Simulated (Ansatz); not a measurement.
Computed with Ansatz on PBE0-D4/def2-TZVP structures; ΔE is electronic, products minus reactants. CBS: MP2 limit from def2 TZ/QZ plus the TZ coupled-cluster correction, frozen cores. This one scheme is used for every species. Functionals use def2-TZVPP. B3LYP here is the variant with VWN-RPA as its local correlation; programs differ in this. HSE06 is defined as in plane-wave codes. For Br outer-core shells are correlated without core-valence functions, which leaves a few kJ/mol of doubt a bond. Scalar relativity is left out up to krypton. Each species was taken in one conformer, which may not be the lowest.

`[NH2][AlH][Br]` + NH₃ → `[NH2][AlH][NH2]` + HBr  (ligand exchange at the Al–Br bond)

Question: Is it downhill or uphill in electronic energy at CCSD(T)/CBS, and by how much? (Estimate.)

Answer: The calculation gave: Uphill: ΔE = +83.2 kJ/mol.

Question: What do these levels give: r2SCAN-D4, HSE06-D4, CAM-B3LYP-D4, PBE-QIDH, PBE, PBE0, B3LYP, MP2/def2-SVP, HF/def2-TZVPP, SCS-MP2/def2-TZVPP, CCSD/def2-TZVPP, HF/def2-QZVPP? (An estimate is asked.)

Answer: Computed: r2SCAN-D4 83.7, HSE06-D4 86.4, CAM-B3LYP-D4 76.0, PBE-QIDH 87.2, PBE 81.9, PBE0 85.7, B3LYP 78.6, MP2/def2-SVP 83.2, HF/def2-TZVPP 90.1, SCS-MP2/def2-TZVPP 81.2, CCSD/def2-TZVPP 80.8, HF/def2-QZVPP 88.3 kJ/mol.

Question: What do rigid-rotor, harmonic-oscillator terms from PBE0-D4/def2-TZVP frequencies (298.15 K, 1 bar) make of the CCSD(T)/CBS value? (Best estimate.)

Answer: Computed: ΔZPE = -11.5 kJ/mol, ΔH = +72.3 kJ/mol, ΔS = -8 J/(mol·K), ΔG = +74.6 kJ/mol.

Largest T1 diagnostic among the species: 0.010.

Leaving LDA and LC-ωPBE aside and taking each functional with its dispersion term where it has one, the values, not all of them listed here, spread over 12.1 kJ/mol, from BLYP-D4 to PBE-QIDH. LDA lies −7.3 kJ/mol from PBE without D4. From PBE to PBE0 (25 % exact exchange), in def2-TZVPP and without D4, ΔE moves by +3.8 kJ/mol.
